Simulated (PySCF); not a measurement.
Start geometry of `FB(F)C1CC1` from a GFN2-xTB structure with every atom displaced at random (by about 0.01 Å) (Å):
```
atom  x, y, z in Å
F1     2.3238   -1.4219    0.7709
B2     1.4606   -0.6888    0.0309
F3     1.9173   -0.3736   -1.1701
C4     0.0968   -0.2562    0.5208
C5    -0.5252    1.0689    0.0780
C6    -1.0951   -0.1709   -0.4641
H7    -0.1991   -0.5758    1.5248
H8     0.0951    1.6980   -0.5653
H9    -1.0870    1.6328    0.8448
H10   -2.0593   -0.5121   -0.1048
H11   -0.8899   -0.4262   -1.4817
```

Question: What comes out of this run: PBE0-D3(BJ)/def2-SVP geometry optimisation, gas phase in PySCF 2.14.0?

Answer: 
```
atom  x, y, z in Å
F1     1.7273   -2.1560    0.4112
B2     1.1279   -1.1281   -0.1635
F3     1.5654   -0.7899   -1.3687
C4    -0.0131   -0.3466    0.5083
C5    -0.0947    1.1495    0.2453
C6    -1.0883    0.2506   -0.3835
H7    -0.3340   -0.6813    1.4987
H8     0.6779    1.5923   -0.3890
H9    -0.4102    1.7786    1.0811
H10   -2.1092    0.2422    0.0060
H11   -1.0118    0.0651   -1.4583
```

The energy falls by 0.074 eV over 17 energy and gradient evaluations, the largest force component goes from 0.0289 to 2.6e-04 Eh/bohr, and the atoms move by 0.041 Å rms after alignment. The bond that changes most is F1–B2 (boron-bound fluorine to three-coordinate boron), which shortens by 0.031 Å. Bonds longer at the end by more than 0.005 Å: 4 of 11; shorter: 4. Among the angles that change most is B2–C4–C5, from 121.4° to 117.7°. Rotational constants go from 7029, 2396, 2071 to 6955, 2481, 2130 MHz. The orientation of the end geometry is arbitrary; only internal coordinates are fixed.

The run used 109 basis functions and 106 SCF cycles in all.

Stationary, but not proved a minimum. One conformer, not necessarily the lowest.
